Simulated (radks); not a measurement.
The numbers below are computed, except where a source is named.
These are the eigenvalues of the occupied orbitals of an atom or ion with whole-number occupations (eV). Code: a radial shooting solver on a logarithmic mesh with Libxc functionals. Model: non-relativistic Kohn-Sham, PBEsol, spin-polarised, spherical densities, point nucleus.

orbital  eigenvalue
1s up     -5497.525
1s down   -5495.892
2s up     -767.4834
2s down   -766.0241
2p up     -675.8375
2p down   -673.8393
3s up     -218.4169
3s down   -210.8819
3p up     -191.5494

Which element is it, and in what charge state? The configuration may be excited. Open shells, if any, are filled with parallel spins first.

Answer. Z = 23, vanadium, charge +8: V8+ in [Ne] 3s2 3p3. The list shows which subshells hold electrons but not how many an open one holds; the 1s level, -202.03 hartree, gives Z - s = 20.1 by -(Z - s)^2/2, which with screening narrows Z to a few neighbours, and the depths of the outer levels then fix element, charge and occupations together.
